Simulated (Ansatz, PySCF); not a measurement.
Process, species as SMILES: O=C(O)C(F)(F)F + 7 [H][H] (H2) → 2 C (CH4) + 3 F (HF) + 2 O (H2O)
Structures are relaxed separately at B3LYP-D3(BJ)/def2-TZVP in Ansatz (a quantum-chemistry and plane-wave program), one conformer each, not searched for the lowest. Frequencies are from Ansatz or PySCF.

Wanted: energy of full hydrogenation (enthalpy at 298 K, with B3LYP-D3(BJ) rigid-rotor harmonic-oscillator terms), in kcal/mol. Valence correlation only, unless marked. No spin-orbit coupling. No relativistic terms. CBS(X,Y): correlation extrapolated as X^-3; Hartree-Fock from the larger set. The bracket is a focal-point correction in the basis named.

RI-MP2/CBS(cc-pVTZ,cc-pVQZ)+[CCSD(T)-MP2]/cc-pVTZ (Ansatz) gives -102.6 kcal/mol.

Q: Another calculation gave -100.1 kcal/mol. Which level was it?
A. PBE/def2-TZVPD (Ansatz)
B. PBE0/def2-TZVPD (Ansatz)
C. r2SCAN/def2-TZVPD (Ansatz)
D. CAM-B3LYP/def2-TZVPD (Ansatz)

A: B, PBE0/def2-TZVPD (Ansatz). The others give -95.7 (CAM-B3LYP), -90.8 (PBE), -84.7 (r2SCAN) kcal/mol.
